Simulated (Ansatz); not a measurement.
Cl$_{2}$Zn, singlet, geometry from GFN2-xTB (such geometries of metal compounds can be far from the true shape); HF/def2-SVP (Ansatz, a quantum-chemistry and plane-wave program).

Input for Ansatz:
Ansatz 0.2 input:
```yaml
crystal:
  periodic: [false, false, false]
  atoms:
    - {symbol: Zn, position_ang: [0.10825094, 0.38059368, 0.21210131]}
    - {symbol: Cl, position_ang: [1.30904056, -0.00597581, -1.49586408]}
    - {symbol: Cl, position_ang: [-1.50007163, -0.66566009, 1.12156766]}
basis:
  gaussian:
    orbitals: def2-SVP
hamiltonian:
  xc: hf
```

What the program printed (banner, timings and long lists left out):

```
Functional definition: HF
620 factors; integrals over basis functions are off by at most 6.2e-4 eV
mean field evaluation 1: about -73370.4833 eV, gradient 2.0e1 eV
mean field evaluation 2: about -73370.7136 eV, gradient 2.0e1 eV
mean field evaluation 4: about -73372.0099 eV, gradient 2.3e0 eV
mean field evaluation 8: about -73372.0305 eV, gradient 1.6e-1 eV
mean field -73372.03072246 eV, -2696.3723957016 hartree, gradient 1.7e-5 eV, S^2 0.000000; 0 other end points of the search recorded, 0 dependent functions left out
reference -73372.03072246 eV, -2696.3723957016 hartree; 32, 32 occupied and 35, 35 virtual orbitals, 620 factors
Total energy: -73372.03072246 eV, -2696.3723957016 hartree
```
